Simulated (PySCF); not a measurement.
C₂H₆Cl₂Sn, SMILES [Cl][SnH]([Cl])[CH2]C.

Coordinates come from a B3LYP-D3(BJ)/def2-SVP optimisation. The structure was generated by enumeration; whether it is a known compound was not checked. The def2 effective core potentials stand for the cores of Sn; spin–orbit coupling is left out. One conformer was computed; it need not be the lowest.

Computed with B3LYP/def2-TZVP (PySCF).

Symmetry labels are those of the subgroup Cs that the program uses (full group Cs).

Computed valence orbital energies around the gap with their symmetry:
| orbital | symmetry | energy (eV) |
|---|---|---|
| HOMO−7 | A" | -10.34 |
| HOMO−6 | A' | -10.03 |
| HOMO−5 | A" | -9.97 |
| HOMO−4 | A' | -9.25 |
| HOMO−3 | A' | -8.66 |
| HOMO−2 | A" | -8.66 |
| HOMO−1 | A" | -8.52 |
| HOMO | A' | -8.11 |
| LUMO | A' | -1.65 |
| LUMO+1 | A" | -0.64 |
| LUMO+2 | A' | -0.39 |
| LUMO+3 | A' | 0.63 |
